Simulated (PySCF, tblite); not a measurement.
Species: C₇H₅F₃O₂.
SMILES: `c1c(c(=O)cc(o1)C)C(F)(F)F`

Level of theory: PBE0/pcSseg-1 in PySCF (dipole) on a GFN2-xTB geometry, gas phase.

Masses are those of the commonest isotopes; rigid-rotor values at the optimised geometry. 

(1) Give the principal moments of inertia and the rotational constants in cm⁻¹.

(2) Classify the top.

(3) Is it planar, by Δ = Ic − Ia − Ib?

(4) Where do the levels up to J = 5 lie, in MHz?

(5) Predict some low-J microwave lines.

Answers

(1) Ia = 262.18, Ib = 798.62, Ic = 969.45 u·Å²; 505379 MHz·u·Å²/I gives 1928, 632.8 and 521.3 MHz, that is A = 0.06430, B = 0.02111, C = 0.01739 cm⁻¹.

(2) An asymmetric top. Ray's parameter κ = (2B − A − C)/(A − C) = -0.841; −1 is the prolate and +1 the oblate limit.

(3) Not planar: Δ = Ic − Ia − Ib = -91.35 u·Å². For a rigid frame Δ = −2 Σ m c², so Σ m c² = 45.67 u·Å² lies off the ab plane: 1.56 from hydrogen and 44.12 from heavier atoms. The atom farthest from that plane is 1.08 Å away.

(4) Above 0(0,0):
J = 1: 1(0,1) 1154, 1(1,1) 2449, 1(1,0) 2560
J = 2: 2(0,2) 3455, 2(1,2) 4646, 2(1,1) 4980, 2(2,1) 8865, 2(2,0) 8871
J = 3: 3(0,3) 6890, 3(1,3) 7937, 3(1,2) 8605, 3(2,2) 12327, 3(2,1) 12361, 3(3,1) 19084, 3(3,0) 19084
J = 4: 4(0,4) 11439, 4(1,4) 12317, 4(1,3) 13430, 4(2,3) 16938, 4(2,2) 17040, 4(3,2) 23713, 4(3,1) 23715, 4(4,1) 33155, 4(4,0) 33155
J = 5: 5(0,5) 17079, 5(1,5) 17781, 5(1,4) 19446, 5(2,4) 22693, 5(2,3) 22926, 5(3,3) 29505, 5(3,2) 29512, 5(4,2) 38941, 5(4,1) 38941, 5(5,1) 51082, 5(5,0) 51082

(5) The dipole components are |μa| = 5.45 D, |μb| = 3.16 D, |μc| = 0.00 D; the mirror of this Cs structure is the ab plane, so μc vanishes by symmetry and there are no c-type lines. The squared components, which scale the intensities, stand as 1.00 : 0.34 (a : b). Some lines, for components of 0.1 D or more:

```csv
type,branch,"J(Ka,Kc)",MHz,lower level (cm⁻¹)
a,Q,"2(1,1) ← 2(1,2)",335,0.155
b,R,"2(0,2) ← 1(1,1)",1007,0.082
a,R,"1(0,1) ← 0(0,0)",1154,0.000
b,Q,"1(1,0) ← 1(0,1)",1406,0.038
b,Q,"2(1,1) ← 2(0,2)",1525,0.115
a,R,"2(1,2) ← 1(1,1)",2197,0.082
a,R,"2(0,2) ← 1(0,1)",2301,0.038
a,R,"2(1,1) ← 1(1,0)",2420,0.085
b,R,"1(1,1) ← 0(0,0)",2449,0.000
b,R,"2(1,2) ← 1(0,1)",3492,0.038
b,Q,"2(2,0) ← 2(1,1)",3891,0.166
b,Q,"2(2,1) ← 2(1,2)",4219,0.155
b,R,"2(2,1) ← 1(1,0)",6304,0.085
b,R,"2(2,0) ← 1(1,1)",6423,0.082
```

Its GFN2-xTB frequencies are all real (lowest 35 cm⁻¹). Constants of a rigid frame at the computed geometry: no zero-point averaging, no centrifugal distortion. A rigid rotor knows nothing of internal rotation, which can split or shift real lines.

The values belong to the conformer `[CH3:1][c:2]1[cH:3][c:4](=[O:5])[c:6]([C:7]([F:8])([F:9])[F:10])[cH:11][o:12]1`: C4–C6–C7–F8 180°.
